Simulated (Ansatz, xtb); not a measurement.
# Ranking isomers of ClFGeHNO

3 gas-phase structures of ClFGeHNO, found in a search over its isomers (lower ones may exist). Each was relaxed with GFN2-xTB; where two conformers were screened, the lower at r2SCAN-D4/def2-SVP//GFN2-xTB is listed:

A. a singlet given by its coordinates
B. `O/[N]=[Ge](\[F])[Cl]`, a singlet
C. a singlet given by its coordinates

A (Å):

```yaml
atoms:
  - { symbol: Cl, position_ang: [1.6745, -0.9799, -2.2125] }
  - { symbol: F, position_ang: [0.1994, -2.4987, -0.0493] }
  - { symbol: Ge, position_ang: [0.6017, -0.7638, -0.3607] }
  - { symbol: N, position_ang: [-1.3040, -0.0256, -0.9570] }
  - { symbol: O, position_ang: [-2.3241, -0.3518, -0.3709] }
  - { symbol: H, position_ang: [-1.1931, 1.0192, -1.0278] }
```

Close contacts (Å): Cl1–Ge3 2.15, F2–Ge3 1.81, Ge3–N4 2.13, N4–O5 1.22, N4–H6 1.05.

C (Å):

```yaml
atoms:
  - { symbol: Cl, position_ang: [-0.3526, -1.5354, 0.3683] }
  - { symbol: F, position_ang: [0.3407, 1.4190, 0.8480] }
  - { symbol: Ge, position_ang: [-1.2582, 0.4310, 0.8136] }
  - { symbol: N, position_ang: [0.1540, 0.9535, -1.9300] }
  - { symbol: O, position_ang: [-0.8415, 0.4942, -1.4202] }
  - { symbol: H, position_ang: [0.7442, 1.4910, -1.2473] }
```

Close contacts (Å): Cl1–Ge3 2.21, F2–Ge3 1.88, Ge3–O5 2.27, N4–O5 1.21, N4–H6 1.05.

Task: Which do you expect lowest at r2SCAN-D4/def2-SVP//GFN2-xTB, and how would the others follow?

Result: Calculated order at r2SCAN-D4/def2-SVP//GFN2-xTB: A (0.000), C (0.136), B (0.943) eV.

Energies above the lowest of each column, in eV:

```csv
structure,GFN2-xTB,HF/STO-3G,r2SCAN-D4/def2-SVP//GFN2-xTB
A,0.246,0.000,0.000
C,0.000,0.174,0.136
B,0.475,0.710,0.943
```

r2SCAN-D4/def2-SVP//GFN2-xTB puts A lowest; GFN2-xTB picks C. Some further structures that were screened fall inside this span and aren't listed. Flexible structures stand in one conformer each, not always the lowest. Frequencies (r2SCAN-D4/def2-SVP) were run for A alone.

Programs: Ansatz 0.2.0, xtb 6.7.1.
